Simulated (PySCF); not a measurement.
C6H11O, SMILES C(=O)(C)[CH]C(C)C, doublet at its GFN2-xTB optimised geometry (Å):

```
18

C      0.8903     1.9709     0.0033
C     -0.0338     0.7681     0.0000
O     -1.2568     0.9051    -0.0025
C      0.6250    -0.4987     0.0000
C     -0.0867    -1.7977     0.0012
C     -0.9721    -1.9220     1.2535
C     -0.9696    -1.9258    -1.2525
H      1.5329     1.9455     0.8812
H      1.5215     1.9577    -0.8831
H      0.3021     2.8843     0.0130
H      1.7051    -0.4987     0.0000
H      0.6466    -2.6118     0.0030
H     -1.7036    -1.1197     1.2639
H     -0.3662    -1.8613     2.1548
H     -1.4899    -2.8779     1.2421
H     -1.4823    -2.8843    -1.2425
H     -1.7051    -1.1271    -1.2636
H     -0.3628    -1.8615    -2.1529
```

Calculation: unrestricted PBE0/def2-SVP run with PySCF.

Map of the Laplacian of the electron density (e/bohr⁵), clipped to [-1.50, 1.50] on the plane z = 0.8 Å:

```
|###########################|
|###########################|
|###########################|
|############%%%%%##########|
|############%%%%%%%########|
|###########%%%%%%%%%#######|
|##########%%%%%%%%%%%######|
|########%%%%%%%%#*%%%######|
|#######%%%%%%%%%+ #%%######|
|######%%%%%%%%%%%#%%%######|
|######%%%@@@%%%%%%%%%######|
|######%%%@@@%%%%%%%%#######|
|######%%%%@%%%%%%%%%#######|
|######%%%%%%%%%%%%%%%######|
|######%%%%%%%%%%%%%%%######|
|######%%%%%%%%%%%%%%%######|
|#####%%%%%%%%%%%%%%%%######|
|######%%%%###%%%%%%%#######|
|######%%%%%=*%%%%%%########|
|######%%%%##%%%%%%%########|
|######%%%%%%%%%%%%#########|
|######%%%%%%%%%%%%#########|
|######%%%%%%%%%%%##########|
|#######%%%%%%#%############|
|#########%%################|
|###########################|
|###########################|
```
Scale: ten equal steps from -1.50 (start of ' ') to 0.379 (end of '@'), in the order ' .:-=+*#%@'; x runs from -5.00 to 5.00, y from -5.00 (bottom) to 5.00 (top).
